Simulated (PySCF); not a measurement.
A run for PySCF: R-MP2/6-31G* on CH4AlFO (SMILES C[O][AlH][F]), a point of a torsion scan.

```python
from pyscf import gto, scf, dft, mp
from pyscf.data.elements import chemcore

mol = gto.M(
    atom='''
    C    -1.27435855   -0.24163635    0.11516934
    O     0.04272618    0.10965478   -0.20966534
    Al    1.58820079    0.56915499   -0.51118783
    F     2.22203996    0.77469988   -2.01972823
    H    -1.97499874    0.34548869   -0.48157952
    H    -1.43505868   -1.30261182   -0.08720444
    H    -1.45689851   -0.04848346    1.17420201
    H     2.48700164    0.81701259    0.65447547
    ''',
    basis='6-31g*',
    cart=True,
    charge=0, spin=0, verbose=3, max_memory=1800)
mf = scf.RHF(mol)
mf.conv_tol = 1e-8
mf.max_cycle = 100
mf.kernel()
if not mf.converged:
    mf = mf.newton().run(mf.mo_coeff, mf.mo_occ)
pt = mp.MP2(mf, frozen=chemcore(mol)).run()
```

Question: Give the final energy of this run.

Answer: -457.0405 hartree.
